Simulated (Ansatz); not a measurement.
Molecule: ethyl(dimethoxy)borane, C4H11BO2 (charge 0, singlet). 
Structure (B3LYP-D3(BJ)/def2-TZVP (Ansatz, an electronic-structure program) minimum search):
```xyz
18

C      0.8405     2.6236    -0.0699
C     -0.2267     1.7288     0.5634
B     -0.1774     0.1998     0.1706
O     -1.2598    -0.5491     0.5478
C     -1.4070    -1.9584     0.5458
O      0.9307    -0.2420    -0.4960
C      1.1629    -1.5009    -1.1041
H      0.7663     2.6171    -1.1593
H      1.8447     2.2793     0.1821
H      0.7474     3.6596     0.2631
H     -0.1608     1.7879     1.6573
H     -1.2289     2.1062     0.3327
H     -1.6511    -2.3324    -0.4508
H     -2.2323    -2.1997     1.2153
H     -0.5102    -2.4644     0.9073
H      1.9896    -1.3756    -1.8028
H      0.2915    -1.8533    -1.6582
H      1.4458    -2.2535    -0.3654
```
Charge 0, spin multiplicity 1.

Property: vertical triplet-singlet gap (E(triplet) - E(singlet); each state is the SCF solution reached for its spin; the UHF <S^2> is 2.13 for the triplet (pure: 2.00); for the triplet the Hartree-Fock reference is unstable and T1 is 0.045), in kcal/mol. Correlated levels leave the core frozen unless marked. UHF or UKS for open shells. No spin-orbit coupling. Non-relativistic.  The program attaches cautions to a run behind CCSD/aug-cc-pVDZ: other roots. The program attaches cautions to a run behind CCSD(T)/aug-cc-pVDZ: other roots.

```tsv
level	program	vertical triplet-singlet gap (kcal/mol)
HF/aug-cc-pVTZ	Ansatz	162.8
SVWN5/def2-TZVPD	Ansatz	145.5
PBE/def2-TZVPD	Ansatz	145.4
r2SCAN/def2-TZVPD	Ansatz	153.6
B3LYP/def2-TZVPD	Ansatz	159.7
PBE0/def2-TZVPD	Ansatz	161.8
BHLYP/def2-TZVPD	Ansatz	173.8
CAM-B3LYP/def2-TZVPD	Ansatz	171.0
wB97M-V/def2-TZVPD	Ansatz	175.1
wB97X-V/def2-TZVPD	Ansatz	178.0
B2PLYP/def2-TZVPD	Ansatz	170.0
RI-MP2/aug-cc-pVTZ	Ansatz	190.2
CCSD/aug-cc-pVDZ	Ansatz	174.0
CCSD(T)/aug-cc-pVDZ	Ansatz	170.1
```
